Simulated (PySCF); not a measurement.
A structure optimised at ωB97X-D3(BJ)/def2-SVP, used in a PySCF frequency run:

```
Si
F 1 1.6106
H 1 1.4699 2 109.24
Cl 1 2.0343 3 110.81 2 119.08
Cl 1 2.0343 3 110.81 2 -119.08
```
Charge 0, spin multiplicity 1.

### Question
Write its SMILES, formula and point group.

### Answer
F[SiH](Cl)Cl, Cl₂FHSi, Cs

### Question
What are its rotational constants (standard atomic weights)?

### Answer
4.6932, 2.4298, 1.7349 GHz
